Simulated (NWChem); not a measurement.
# Correlation energy of CH₅Si

```xyz
7

C     -0.1540     1.2000     0.0000
Si     0.1699    -0.6650     0.0000
H      0.2837     1.6755     0.8917
H      0.2837     1.6755    -0.8917
H     -1.2388     1.4066     0.0000
H     -0.3918    -1.3236     1.2214
H     -0.3918    -1.3236    -1.2214
```
Charge 0, spin multiplicity 2.

The numbers come from NWChem runs, not from measurements. All single points use one geometry, from UB3LYP/def2-SVP, a minimum by its harmonic frequencies.

Basis set: cc-pVDZ. Each correlation energy counts from its own Hartree-Fock reference.

| method | correlation energy (mHa) |
|---|---|
| URI-MP2 | -237.3 |
| UMP2 | -237.5 |
| SCS-UMP2 | -245.2 |
| CCSD on ROHF | -277.5 |
| CCSD[T] on ROHF | -284.7 |
| CCSD(T) on ROHF | -284.5 |
| CCSD on UHF | -276.2 |
| CCSD[T] on UHF | -283.3 |
| CCSD(T) on UHF | -283.1 |

The values span 47.3 mHa, from CCSD[T] on ROHF (lowest) to URI-MP2 (highest). 

The correlated methods keep 6 core orbitals frozen. The structure started from a generated list of species. The unpaired electrons of the parent sit in orbitals of symmetry a' (Cs labels of the run); other states weren't searched. No SCF solution was tested for a lower state. Open-shell Hartree-Fock references start from PBE0 orbitals. No row is a measurement; the coupled-cluster row has its own basis-set and correlation limits.
